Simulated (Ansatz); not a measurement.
C₂H₄AlF, SMILES `C=[CH][AlH][F]`, relaxed with RKS PBE0-D4/def2-TZVP in Ansatz 0.2.0 from a PBE-D4/def2-SVP geometry. The force threshold is 0.005 eV/Å; the program also tests the step.

Charge 0, multiplicity 1.

Start:

```xyz
8

C     0.239    0.511    1.293
C    -0.096    0.700   -0.005
Al   -0.168   -0.836   -1.190
F    -0.591   -0.644   -2.806
H     0.473   -0.492    1.698
H     0.299    1.338    2.025
H    -0.316    1.735   -0.329
H     0.161   -2.311   -0.686
```

(1) By how much does the energy fall, and how many steps does the optimiser take? (Best estimate.)

(2) Which bonds change most? (Best estimate.)

(3) Give the relaxed structure. (An estimate is asked.)

## Answers

(1) The calculation gave: 4.17 kJ/mol, in 7 steps, 1 of them rejected.

(2) Ansatz gave: Al3–F4 from 1.682 to 1.652 Å; C2–H7 from 1.107 to 1.089 Å; C1–C2 from 1.354 to 1.336 Å; C1–H6 from 1.106 to 1.088 Å.

(3) Ansatz gave: 
```xyz
8

C     0.235    0.502    1.269
C    -0.099    0.706   -0.008
Al   -0.168   -0.825   -1.176
F    -0.577   -0.646   -2.766
H     0.464   -0.492    1.652
H     0.299    1.305    2.001
H    -0.314    1.728   -0.315
H     0.160   -2.278   -0.657
```
